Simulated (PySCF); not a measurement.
```xyz
6
charge 0 multiplicity 3, angstrom
W     0.0000    0.0000    0.0333
O     0.0000    0.0000    1.7310
O     1.6138   -0.0192   -0.9966
O    -1.6138    0.0192   -0.9966
H     2.3450   -0.6449   -0.9878
H    -2.3450    0.6449   -0.9878
```

Level of theory: UPBE0 in PySCF with W def2-SVP with ECP60, O def2-SVP, H def2-SVP; scalar-relativistic core potentials, no spin–orbit coupling; density-fitted integrals.

This geometry of WO(OH)₂ is a stationary point at this level.

(1) What is the point group?

(2) Is it a minimum?

(3) Which band is strongest in the infrared?

(4) What are the dipole moment and the gap between the highest occupied and lowest empty levels of either spin?

## Answers

(1) C2.

(2) No: it has 1 imaginary mode, at 192i cm⁻¹ (b).

(3) 3916 cm⁻¹ (b), 338 km/mol.

(4) 1.48 D and 3.07 eV.

Only a few start shapes were tried, so a lower isomer may exist. Other spin states or occupations of the open shell can lie lower. At this level a singlet minimum of C2v symmetry lies 40 kJ/mol below this structure. No spin–orbit coupling is included, which matters more the heavier the element.
